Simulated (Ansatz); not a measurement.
Born–Oppenheimer molecular dynamics of a periodic cell of 20 atoms, H13O6F (contents 6 H2O + 1 HF, density as packed 0.90 g/cm³ with natural masses). It goes on from the last frame of an earlier run, with new velocities.

Theory: Ansatz, DFT r2SCAN-D3(BJ), scalar-relativistic, plane waves, PAW. Settings: accuracy low, cutoff 500 eV, k mesh 1x1x1, fermi-dirac smearing 0.02 eV, no spin polarisation.

```
ensemble                      : NVE (velocity Verlet)
time step                     : 0.5 fs
steps asked                   : 130
starting velocities drawn for : 700 K
seed                          : 132288
```

Frames 1 fs apart, positions in Å, forces in eV/Å.

Velocities at 15.0 fs (Å/ps):

```
O 2.24 7.57 -0.85
H -29.75 13.25 9.83
H -25.89 4.62 -6.54
O -0.57 0.42 -2.07
H -18.09 39.52 -16.75
H -5.26 -11.31 7.28
O 6.29 2.97 3.22
H 16.29 -13.93 -24.03
H -19.17 5.49 -4.55
O 3.13 -4.94 -12.62
H 18.50 -4.32 14.52
H 8.74 -30.20 15.99
O -3.48 -2.37 6.45
H -44.91 32.14 2.68
H 3.02 -11.23 4.27
O -9.63 2.17 7.78
H 33.39 -6.18 23.44
H -31.62 -8.18 -12.56
F 5.13 -4.89 -1.97
H 30.20 -9.84 -6.64
```

```xyz
20
Lattice="6.1745 0.0000 0.0000 0.0000 6.1745 0.0000 0.0000 0.0000 6.1745" Properties=species:S:1:pos:R:3:forces:R:3 time_fs=15.0 energy_less_start_eV=0.451 T=516
O 1.533 6.705 3.590 -2.34 -0.65 1.08
H 0.660 6.377 3.246 0.82 0.92 0.64
H 2.091 6.515 2.865 1.39 -0.17 -1.42
O 3.162 2.207 5.117 -0.24 -0.39 0.23
H 2.752 1.836 4.321 -0.16 -0.54 0.55
H 3.368 1.504 5.769 -0.97 -0.13 -0.66
O 2.913 0.378 1.256 0.48 2.24 0.13
H 3.769 0.018 1.469 0.35 -0.69 0.10
H 2.246 -0.240 1.064 -0.72 -1.94 -0.89
O 3.734 3.074 1.862 -2.45 -0.69 -1.85
H 3.950 3.289 0.914 0.92 0.49 0.48
H 2.786 2.758 1.647 1.84 0.42 1.15
O 5.123 3.523 5.558 1.45 -1.37 1.36
H 6.028 3.514 6.009 -1.47 0.16 -1.15
H 4.841 2.573 5.386 0.73 2.03 -0.11
O 1.555 4.369 5.877 0.37 -0.65 0.87
H 2.123 3.631 5.575 0.05 -0.01 0.13
H 1.545 4.943 5.125 -0.16 0.88 -0.82
F 5.209 1.160 2.232 -0.71 0.56 -0.33
H 4.532 1.928 2.048 0.82 -0.47 0.53
20
Lattice="6.1745 0.0000 0.0000 0.0000 6.1745 0.0000 0.0000 0.0000 6.1745" Properties=species:S:1:pos:R:3:forces:R:3 time_fs=16.0 energy_less_start_eV=0.320 T=568
O 1.534 6.712 3.589 -2.94 -0.77 0.99
H 0.636 6.395 3.260 1.41 1.08 0.79
H 2.072 6.519 2.851 1.42 -0.21 -1.49
O 3.162 2.207 5.114 -0.20 -0.54 0.39
H 2.733 1.873 4.307 -0.05 -0.63 0.77
H 3.358 1.493 5.772 -1.11 0.13 -1.02
O 2.920 0.382 1.259 -0.04 1.06 -0.05
H 3.786 0.001 1.446 -0.27 -0.48 -0.02
H 2.225 -0.243 1.056 0.36 -1.00 -0.64
O 3.737 3.068 1.849 -2.10 -0.77 -0.69
H 3.972 3.288 0.929 0.81 0.61 -0.35
H 2.804 2.730 1.668 1.55 0.42 0.80
O 5.120 3.520 5.565 -0.22 -1.14 0.52
H 5.978 3.547 6.007 0.28 0.00 -0.33
H 4.848 2.572 5.389 0.70 1.93 -0.08
O 1.546 4.371 5.885 0.90 -0.80 0.06
H 2.156 3.626 5.600 -0.58 0.76 0.30
H 1.512 4.938 5.110 -0.06 0.29 -0.18
F 5.214 1.155 2.230 -0.36 0.28 -0.27
H 4.566 1.916 2.044 0.51 -0.24 0.49
20
Lattice="6.1745 0.0000 0.0000 0.0000 6.1745 0.0000 0.0000 0.0000 6.1745" Properties=species:S:1:pos:R:3:forces:R:3 time_fs=17.0 energy_less_start_eV=0.253 T=596
O 1.534 6.719 3.589 -2.28 -0.88 0.27
H 0.624 6.423 3.280 1.41 1.00 0.68
H 2.066 6.521 2.824 0.78 0.00 -0.65
O 3.161 2.207 5.113 -0.21 -0.47 0.35
H 2.714 1.904 4.301 0.00 -0.69 0.88
H 3.338 1.482 5.766 -1.10 0.19 -1.07
O 2.926 0.386 1.262 -0.57 -0.19 -0.26
H 3.801 -0.020 1.422 -0.84 -0.20 -0.10
H 2.207 -0.256 1.041 1.39 -0.07 -0.38
O 3.738 3.063 1.836 -1.07 -0.52 0.42
H 4.003 3.292 0.942 0.63 0.65 -0.98
H 2.835 2.706 1.696 0.63 0.18 0.31
O 5.117 3.517 5.572 -2.15 -0.34 -0.45
H 5.930 3.580 6.002 2.44 0.02 0.75
H 4.861 2.588 5.393 0.48 1.08 -0.18
O 1.537 4.372 5.893 1.16 -0.56 -0.70
H 2.183 3.628 5.627 -0.99 1.17 0.31
H 1.480 4.936 5.092 0.10 -0.32 0.55
F 5.219 1.150 2.228 0.14 -0.21 -0.14
H 4.605 1.902 2.045 0.05 0.19 0.38
20
Lattice="6.1745 0.0000 0.0000 0.0000 6.1745 0.0000 0.0000 0.0000 6.1745" Properties=species:S:1:pos:R:3:forces:R:3 time_fs=18.0 energy_less_start_eV=0.262 T=593
O 1.532 6.725 3.590 -0.85 -0.87 -0.50
H 0.625 6.461 3.307 0.79 0.72 0.35
H 2.068 6.522 2.790 0.00 0.27 0.43
O 3.160 2.207 5.111 -0.24 -0.21 0.18
H 2.695 1.928 4.303 -0.02 -0.72 0.81
H 3.306 1.474 5.750 -0.97 0.04 -0.83
O 2.932 0.390 1.266 -0.90 -1.10 -0.43
H 3.808 -0.044 1.397 -1.14 0.06 -0.11
H 2.202 -0.269 1.022 1.93 0.52 -0.20
O 3.739 3.057 1.822 0.59 0.16 1.00
H 4.039 3.302 0.946 0.29 0.50 -1.05
H 2.873 2.683 1.728 -0.74 -0.32 -0.20
O 5.112 3.513 5.579 -2.80 1.10 -0.67
H 5.906 3.613 6.004 3.46 0.10 1.25
H 4.878 2.615 5.394 0.11 -0.48 -0.42
O 1.528 4.373 5.900 1.13 -0.20 -1.09
H 2.201 3.641 5.657 -1.12 1.22 0.20
H 1.448 4.931 5.080 0.25 -0.71 1.04
F 5.224 1.145 2.226 0.72 -0.86 0.04
H 4.644 1.890 2.049 -0.50 0.79 0.21
20
Lattice="6.1745 0.0000 0.0000 0.0000 6.1745 0.0000 0.0000 0.0000 6.1745" Properties=species:S:1:pos:R:3:forces:R:3 time_fs=19.0 energy_less_start_eV=0.242 T=601
O 1.530 6.731 3.590 0.88 -0.68 -0.86
H 0.633 6.505 3.337 -0.35 0.35 -0.10
H 2.070 6.527 2.760 -0.56 0.44 1.21
O 3.159 2.206 5.110 -0.25 0.17 -0.03
H 2.675 1.945 4.312 -0.13 -0.72 0.56
H 3.266 1.465 5.726 -0.77 -0.27 -0.38
O 2.938 0.393 1.268 -1.07 -1.58 -0.57
H 3.804 -0.067 1.371 -1.07 0.23 -0.05
H 2.215 -0.277 1.002 1.93 0.77 -0.10
O 3.739 3.051 1.810 2.17 0.98 0.95
H 4.078 3.316 0.939 -0.21 0.16 -0.65
H 2.904 2.658 1.758 -1.83 -0.80 -0.58
O 5.106 3.510 5.586 -1.37 2.91 0.34
H 5.913 3.647 6.017 2.33 -0.10 0.58
H 4.897 2.637 5.391 -0.19 -2.12 -0.71
O 1.521 4.374 5.907 0.84 0.20 -1.01
H 2.209 3.665 5.689 -0.93 0.93 0.02
H 1.418 4.920 5.077 0.35 -0.78 1.13
F 5.229 1.140 2.224 1.17 -1.39 0.19
H 4.678 1.886 2.055 -0.93 1.30 0.05
20
Lattice="6.1745 0.0000 0.0000 0.0000 6.1745 0.0000 0.0000 0.0000 6.1745" Properties=species:S:1:pos:R:3:forces:R:3 time_fs=20.0 energy_less_start_eV=0.165 T=632
O 1.529 6.737 3.589 2.33 -0.44 -0.82
H 0.639 6.553 3.366 -1.51 0.07 -0.50
H 2.066 6.535 2.742 -0.85 0.49 1.55
O 3.158 2.206 5.108 -0.22 0.46 -0.20
H 2.654 1.956 4.327 -0.28 -0.66 0.20
H 3.218 1.454 5.699 -0.56 -0.56 0.11
O 2.943 0.396 1.271 -1.12 -1.60 -0.65
H 3.790 -0.087 1.345 -0.64 0.28 0.08
H 2.247 -0.279 0.981 1.44 0.71 -0.09
O 3.742 3.046 1.798 2.60 1.33 0.63
H 4.115 3.333 0.927 -0.71 -0.25 -0.16
H 2.917 2.624 1.782 -1.71 -0.78 -0.78
O 5.099 3.509 5.592 0.55 3.73 1.58
H 5.942 3.679 6.035 0.36 -0.54 -0.52
H 4.914 2.639 5.381 -0.17 -2.51 -0.77
O 1.514 4.375 5.914 0.29 0.61 -0.48
H 2.207 3.698 5.721 -0.41 0.32 -0.20
H 1.392 4.901 5.085 0.37 -0.57 0.81
F 5.235 1.134 2.221 1.24 -1.44 0.24
H 4.704 1.893 2.062 -1.01 1.36 0.00
20
Lattice="6.1745 0.0000 0.0000 0.0000 6.1745 0.0000 0.0000 0.0000 6.1745" Properties=species:S:1:pos:R:3:forces:R:3 time_fs=21.0 energy_less_start_eV=0.078 T=667
O 1.528 6.742 3.588 2.60 -0.34 -0.56
H 0.630 6.601 3.391 -1.77 0.05 -0.66
H 2.055 6.548 2.739 -0.87 0.39 1.42
O 3.156 2.206 5.107 -0.21 0.39 -0.20
H 2.631 1.960 4.344 -0.38 -0.52 -0.15
H 3.165 1.438 5.673 -0.37 -0.59 0.42
O 2.947 0.397 1.273 -0.98 -1.17 -0.63
H 3.771 -0.105 1.319 0.06 0.24 0.24
H 2.292 -0.274 0.958 0.52 0.33 -0.22
O 3.745 3.041 1.786 1.85 1.00 0.45
H 4.146 3.346 0.913 -1.05 -0.59 0.13
H 2.916 2.584 1.799 -0.52 -0.18 -0.92
O 5.093 3.510 5.600 1.63 2.81 2.07
H 5.975 3.707 6.049 -1.07 -0.92 -1.27
H 4.930 2.618 5.364 0.14 -1.21 -0.42
O 1.507 4.377 5.920 -0.41 0.95 0.41
H 2.203 3.733 5.751 0.36 -0.48 -0.42
H 1.369 4.877 5.100 0.28 -0.12 0.10
F 5.242 1.128 2.219 0.92 -0.92 0.17
H 4.720 1.913 2.068 -0.74 0.87 0.04
20
Lattice="6.1745 0.0000 0.0000 0.0000 6.1745 0.0000 0.0000 0.0000 6.1745" Properties=species:S:1:pos:R:3:forces:R:3 time_fs=22.0 energy_less_start_eV=0.111 T=653
O 1.530 6.747 3.587 1.36 -0.29 -0.04
H 0.605 6.651 3.409 -0.83 0.19 -0.57
H 2.035 6.565 2.748 -0.60 0.19 0.79
O 3.155 2.206 5.105 -0.37 -0.17 -0.08
H 2.604 1.959 4.359 -0.36 -0.29 -0.34
H 3.109 1.416 5.650 -0.15 -0.21 0.44
O 2.950 0.398 1.274 -0.61 -0.48 -0.46
H 3.751 -0.121 1.296 0.80 0.18 0.40
H 2.341 -0.265 0.934 -0.63 -0.28 -0.50
O 3.750 3.038 1.774 0.83 0.39 0.51
H 4.166 3.354 0.900 -1.19 -0.81 0.20
H 2.909 2.542 1.808 0.78 0.55 -1.05
O 5.087 3.513 5.609 1.98 1.17 1.90
H 5.998 3.726 6.050 -1.73 -1.10 -1.54
H 4.947 2.587 5.344 0.40 0.62 0.11
O 1.500 4.379 5.926 -0.93 1.05 1.37
H 2.201 3.765 5.777 1.03 -1.11 -0.55
H 1.349 4.852 5.116 0.13 0.39 -0.77
F 5.248 1.121 2.217 0.46 -0.12 0.09
H 4.729 1.942 2.075 -0.36 0.14 0.10
20
Lattice="6.1745 0.0000 0.0000 0.0000 6.1745 0.0000 0.0000 0.0000 6.1745" Properties=species:S:1:pos:R:3:forces:R:3 time_fs=23.0 energy_less_start_eV=0.255 T=596
O 1.532 6.752 3.585 -0.65 -0.10 0.94
H 0.572 6.701 3.423 0.57 0.27 -0.43
H 2.010 6.584 2.765 -0.05 -0.10 -0.35
O 3.153 2.206 5.103 -0.77 -1.02 0.03
H 2.573 1.956 4.371 -0.16 -0.02 -0.34
H 3.051 1.393 5.631 0.15 0.42 0.30
O 2.954 0.399 1.276 -0.20 -0.02 -0.29
H 3.740 -0.136 1.277 1.25 0.23 0.53
H 2.385 -0.260 0.904 -1.54 -0.76 -0.77
O 3.755 3.034 1.763 0.17 -0.11 0.70
H 4.176 3.355 0.889 -1.17 -0.91 0.12
H 2.909 2.506 1.806 1.55 1.03 -1.11
O 5.082 3.516 5.619 1.93 -0.17 1.42
H 6.005 3.735 6.037 -1.78 -1.08 -1.44
H 4.968 2.560 5.324 0.44 1.92 0.53
O 1.492 4.382 5.933 -0.88 0.80 1.89
H 2.209 3.786 5.798 1.10 -1.18 -0.56
H 1.331 4.831 5.125 0.02 0.70 -1.34
F 5.255 1.114 2.216 0.09 0.61 0.05
H 4.734 1.972 2.083 -0.07 -0.51 0.10
20
Lattice="6.1745 0.0000 0.0000 0.0000 6.1745 0.0000 0.0000 0.0000 6.1745" Properties=species:S:1:pos:R:3:forces:R:3 time_fs=24.0 energy_less_start_eV=0.339 T=562
O 1.534 6.756 3.584 -2.39 0.21 2.11
H 0.545 6.755 3.432 1.63 0.20 -0.35
H 1.985 6.601 2.778 0.59 -0.37 -1.63
O 3.151 2.205 5.102 -1.32 -1.81 0.02
H 2.541 1.952 4.380 0.14 0.26 -0.22
H 2.994 1.373 5.615 0.48 0.99 0.16
O 2.957 0.399 1.277 0.00 -0.35 -0.41
H 3.740 -0.147 1.262 1.21 0.48 0.64
H 2.415 -0.261 0.868 -1.74 -0.66 -0.72
O 3.761 3.030 1.752 0.01 -0.33 0.92
H 4.174 3.347 0.879 -1.02 -0.88 -0.02
H 2.924 2.479 1.793 1.67 1.13 -1.10
O 5.079 3.519 5.630 1.46 -0.96 0.82
H 5.995 3.733 6.011 -1.26 -0.86 -1.04
H 4.993 2.552 5.310 0.31 2.46 0.74
O 1.484 4.385 5.942 -0.27 0.41 1.61
H 2.227 3.796 5.813 0.47 -0.69 -0.48
H 1.312 4.816 5.122 0.08 0.59 -1.19
F 5.263 1.107 2.214 -0.15 1.12 0.07
H 4.739 1.997 2.092 0.09 -0.95 0.06
20
Lattice="6.1745 0.0000 0.0000 0.0000 6.1745 0.0000 0.0000 0.0000 6.1745" Properties=species:S:1:pos:R:3:forces:R:3 time_fs=25.0 energy_less_start_eV=0.282 T=585
O 1.534 6.761 3.585 -3.08 0.42 2.58
H 0.533 6.810 3.437 2.04 0.06 -0.33
H 1.964 6.615 2.777 0.84 -0.45 -2.14
O 3.148 2.204 5.100 -1.86 -2.26 -0.09
H 2.511 1.951 4.387 0.45 0.48 -0.11
H 2.942 1.363 5.601 0.78 1.29 0.14
O 2.960 0.400 1.278 -0.09 -1.33 -0.89
H 3.751 -0.154 1.254 0.77 0.81 0.70
H 2.428 -0.268 0.825 -1.27 -0.01 -0.26
O 3.766 3.026 1.742 0.31 -0.21 1.13
H 4.162 3.330 0.869 -0.76 -0.76 -0.19
H 2.955 2.462 1.770 1.17 0.82 -0.99
O 5.077 3.522 5.641 0.43 -1.24 0.17
H 5.974 3.723 5.975 -0.08 -0.43 -0.39
H 5.020 2.567 5.302 0.10 2.25 0.68
O 1.475 4.388 5.951 0.47 0.16 0.68
H 2.249 3.800 5.824 -0.42 -0.05 -0.38
H 1.295 4.806 5.108 0.27 0.19 -0.43
F 5.270 1.101 2.212 -0.27 1.45 0.12
H 4.744 2.013 2.102 0.19 -1.21 -0.01
```

Of the whole run (65 fs, mean temperature of the second half 595 K): The conserved energy stayed within 0.27 meV per atom of its start (net change -0.039 meV per atom), so the integration is sound. A run of 0.065 ps of so small a system gives no equilibrium averages. Limits of this set-up: coarse k mesh, low accuracy level.

Run time: 14 min on 1 thread of Arm Neoverse V2, on a shared host, peak memory 0.54 GiB.
